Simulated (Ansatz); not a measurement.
```yaml
crystal:
  periodic: [false, false, false]
  atoms:
    - {symbol: C, position_ang: [-2.084518, 1.460587, 0.294752]}
    - {symbol: In, position_ang: [0.282966, 0.828413, 0.057611]}
    - {symbol: C, position_ang: [1.947139, 0.780904, 1.858755]}
    - {symbol: P, position_ang: [0.195840, -2.091527, -1.244926]}
    - {symbol: Cl, position_ang: [1.129885, 1.374286, -2.374214]}
    - {symbol: H, position_ang: [-2.221079, 2.532668, 0.449146]}
    - {symbol: H, position_ang: [-2.747539, 1.101496, -1.084023]}
    - {symbol: H, position_ang: [-2.748516, 0.609342, 0.917352]}
    - {symbol: H, position_ang: [2.273242, 1.795204, 2.190856]}
    - {symbol: H, position_ang: [1.546899, -0.057628, 2.665742]}
    - {symbol: H, position_ang: [2.814511, 0.257370, 0.951726]}
    - {symbol: H, position_ang: [-0.567359, -3.522670, -0.788847]}
    - {symbol: H, position_ang: [1.292372, -2.577079, -2.007947]}
    - {symbol: H, position_ang: [-0.794050, -1.909696, -2.449561]}
basis:
  gaussian: {orbitals: def2-mTZVPP, final_grid: {core_spheres: 8, valence_spheres: 7, degree: 23}}
total_charge: -1
magnetization: {spin_polarized: true, initial_magnetization: 1}
hamiltonian: {xc: {name: BLYP}, dispersion: d3bjatm}
relax: {f_tol: 0.0001, max_steps: 2}
output: {forces: true}
```

```sh
$ ansatz run in.yaml --threads 4 --pin off --events-out ev --progress --plain --max-ram 11315MiB
```

Question: How does Ansatz answer? (Best estimate.)

Answer: Ansatz gave: No converged result was reached.
```
Functional definition: BLYP
1763 factors; their error is unknown
mean field evaluation 1: about -29188.6741 eV, gradient 5.1e1 eV
mean field evaluation 2: about -29095.9745 eV, gradient 9.7e1 eV
mean field evaluation 4: about -29201.2713 eV, gradient 9.8e0 eV
mean field evaluation 8: about -29201.9633 eV, gradient 6.5e-1 eV
mean field evaluation 16: about -29201.9415 eV, gradient 3.1e-3 eV
mean field -29201.94146879 eV, -1073.1515551911 hartree, gradient 8.8e-5 eV, S^2 0.753706; 4 other end points of the search recorded, 0 dependent functions left out
reference -29201.94201536 eV, -1073.1515752771 hartree; 38, 37 occupied and 135, 136 virtual orbitals, 1763 factors
relax step   1: F+E_penalty+E_count = -29202.62229860 eV  Δ(F+E_penalty+E_count) = +0.000e0 eV  max|allowed force component| = 3.714e0 eV/Å  Δτ_max = 0.0000 Å  (95 SCF iters, accepted)
1763 factors; their error is unknown
mean field -29204.75055453 eV, -1073.2547871882 hartree, gradient 2.2e-5 eV, S^2 0.752921; 0 other end points of the search recorded, 0 dependent functions left out
reference -29204.75109223 eV, -1073.2548069482 hartree; 38, 37 occupied and 135, 136 virtual orbitals, 1763 factors
relax step   2: F+E_penalty+E_count = -29205.38538828 eV  Δ(F+E_penalty+E_count) = -2.763e0 eV  max|allowed force component| = 2.515e0 eV/Å  Δτ_max = 0.1948 Å  (40 SCF iters, accepted)
Error: geometry relaxation did not converge after 2 steps: max|allowed force component| = 2.52e0 eV/Å (threshold 1.0e-4). Raise `relax.max_steps` over both its present limit and 2, loosen `relax.f_tol`, or start from a geometry closer to equilibrium. Where this run's directory can be resumed (`checkpoint.write`), a resume goes on for up to `relax.max_steps` more
```
